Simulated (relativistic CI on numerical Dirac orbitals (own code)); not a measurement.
# Ti2+: 2p photoemission

Computed with this model: Dirac-Coulomb-Breit CI, orbitals from a KLI potential per configuration, QED by a radiative potential, valence Slater integrals scaled by 0.8, multiplet model of photoemission in the sudden approximation; configurations [Ar] 3d2 → [He] 2s2 2p5 3s2 3p6 3d2; 300 K; Lorentzian 0.5 eV and Gaussian 0.6 eV FWHM. Energies are those of the free ion, without screening or charge transfer. The energies are binding energies and can lie tens of eV above those of solids. S is read from ⟨S²⟩ = S(S + 1).

Field parameters in Wybourne normalisation: D3d B²₀ = −7Dσ, B⁴₀ = −14Dq − 21Dτ, B⁴₃ = −14√(10/7) Dq; D4h B²₀ = −7Ds, B⁴₀ = 21(Dq − Dt), B⁴₄ = 21√(5/14) Dq; Td as Oh with Dq negative (B⁴₀ = 21Dq, B⁴₄ = √(5/14) B⁴₀). The field is a parameter set, without covalency.

Computed curve for D3d, 10Dq = 18150, Dσ = 100, Dτ = 360 cm⁻¹, scaled to 100 at the maximum (points under 2 are left out and the grid is thinned):

```csv
Energy (eV),Intensity
481.0,2.1
481.2,2.4
481.5,3.1
481.7,3.7
481.9,4.6
482.1,5.8
482.4,9.0
482.6,13.3
482.8,21.4
483.1,45.5
483.3,66.8
483.5,83.8
483.7,92.4
484.0,98.2
484.2,100.0
484.4,96.3
484.7,75.0
484.9,55.1
485.1,37.5
485.3,25.8
485.6,17.6
485.8,15.2
486.0,13.4
486.3,10.8
486.5,9.3
486.7,8.4
486.9,8.1
487.2,8.5
487.4,8.7
487.6,8.8
487.9,9.0
488.1,9.3
488.3,9.9
488.6,11.8
488.8,14.2
489.0,17.0
489.2,20.2
489.5,28.6
489.7,37.9
489.9,48.3
490.2,57.1
490.4,53.3
490.6,43.3
490.8,31.7
491.1,18.3
491.3,13.0
491.5,10.1
491.8,7.7
492.0,6.6
492.2,5.6
492.4,5.0
492.7,4.8
492.9,4.9
493.1,4.6
493.4,3.8
493.6,3.2
493.8,2.7
494.0,2.6
494.3,2.4
494.5,2.2
```

The ground state has S = 1.00, and the centroid lies at 486.27 eV.
